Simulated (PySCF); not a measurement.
Compound: C4H11SSi2 (doublet state).
Geometry (GFN2-xTB, Å), atoms numbered from 1 in this order:
```
atom  x, y, z in Å
Si1    2.4787    0.1910   -0.1793
C2     0.6149    0.1318    0.2051
C3    -0.1380    1.2742   -0.5251
C4    -1.5058    1.4855   -0.0023
S5    -2.6443    0.2170    0.2039
C6    -1.9493   -1.0771   -0.8645
Si7   -0.2192   -1.5301   -0.1995
H8     3.0334    1.4437    0.3411
H9     3.1394   -0.9499    0.4540
H10    2.6784    0.1441   -1.6288
H11    0.5034    0.3119    1.2804
H12    0.4099    2.2141   -0.4168
H13   -0.1572    1.0364   -1.5967
H14   -1.7262    2.3356    0.6184
H15   -2.6526   -1.9035   -0.8140
H16   -1.9403   -0.6974   -1.8840
H17    0.4585   -2.2716   -1.2697
H18   -0.3926   -2.3493    1.0016
```

The hyperfine couplings belong to this conformer and change with its torsions.

As a line formula: `[SiH3][C@H]1C[CH]SC[SiH2]1` [radical].

Computed with UKS B3LYP, pcH-1 on C H S Si, non-relativistic, mean-field spin-orbit, GIAO (PySCF). One conformer (not necessarily the lowest) at the GFN2-xTB geometry, without solvent, vibrations or thermal averaging. A GFN2-xTB geometry isn't a minimum of the functional, and hyperfine couplings can be far from their values at a DFT geometry. Stability of the SCF solution: not tested.

Principal values of hyperfine tensors in MHz (contact, dipolar and spin–orbit terms together), for some of the nuclei:

| atom | isotope | A1 | A2 | A3 |
| --- | --- | --- | --- | --- |
| H13 | 1H | 70.80 | 71.66 | 84.45 |
| C2 | 13C | 51.63 | 52.02 | 64.74 |
| H14 | 1H | -80.26 | -49.29 | -14.20 |
| H16 | 1H | 20.21 | 21.29 | 27.58 |
| C3 | 13C | -22.66 | -21.79 | -17.93 |
| H17 | 1H | 7.00 | 7.09 | 9.60 |
| S5 | 33S | -18.70 | -13.43 | 51.93 |
| Si7 | 29Si | -6.82 | -5.97 | -5.68 |

Q: Give the isotropic coupling of each nucleus in MHz and in mT (g = 2.0048), and the anisotropic part.

A: a_iso is a third of the trace, T = A − a_iso, and a(mT) = a(MHz)/(g × 13.996). The tensors hold a spin–orbit part: the run splits a_iso into a_FC + a_SO, and T includes its anisotropic share.

| atom | a_iso (MHz) | a_FC | a_SO | a_iso (mT) | T1 | T2 | T3 |
| --- | --- | --- | --- | --- | --- | --- | --- |
| H13 | 75.64 | 75.62 | 0.01 | 2.696 | -4.83 | -3.98 | 8.81 |
| C2 | 56.13 | 56.12 | 0.01 | 2.000 | -4.50 | -4.11 | 8.61 |
| H14 | -47.92 | -48.02 | 0.11 | -1.708 | -32.34 | -1.37 | 33.72 |
| H16 | 23.03 | 23.02 | 0.01 | 0.821 | -2.82 | -1.74 | 4.55 |
| C3 | -20.79 | -20.81 | 0.02 | -0.741 | -1.87 | -1.00 | 2.87 |
| H17 | 7.90 | 7.90 | 0.00 | 0.281 | -0.90 | -0.81 | 1.71 |
| S5 | 6.60 | 7.04 | -0.44 | 0.235 | -25.30 | -20.03 | 45.33 |
| Si7 | -6.16 | -6.16 | 0.00 | -0.219 | -0.66 | 0.19 | 0.48 |

Q: What spin density at the nucleus of H14 lies behind its contact coupling (g_N = 5.58569)?

A: a_FC = (2μ0/3) gₑ μB g_N μN ρ(0)/(2S·h) = 800.24 MHz × g_N × ρ(0)/(2S), with ρ in bohr⁻³. With a_FC = -48.02 MHz and 2S = 1, ρ(0) = -0.01074 bohr⁻³. In magnitude that is 3.4 % of the 1/π = 0.318 of a free hydrogen atom.

Q: C4 (13C, g_N = 1.40482) isn't in the table. Its spin density at the nucleus is 0.1022 bohr⁻³. What is its contact coupling?

A: By the same relation, a_FC = 114.8 MHz. The spin–orbit term adds +0.33 MHz. Its full tensor has the principal values 45.77, 46.95, 252.78 MHz.

Q: Name the largest traceless tensor T of the table and describe it.

A: S5: -25.3, -20.0, 45.3 MHz (the dipolar term alone has -24.8, -20.1, 44.9), rhombic: the two smaller values differ by 12 % of the largest.

Q: In a single crystal, with the field along each principal axis of the tensor of H14 in turn, what first-order splitting does this nucleus give (isotropic g, quadrupole terms neglected)?

A: 2 lines (I = 1/2), spaced by |A_i|/(g × 13.996): 2.86, 1.76, 0.51 mT along the axes of A1, A2 and A3.
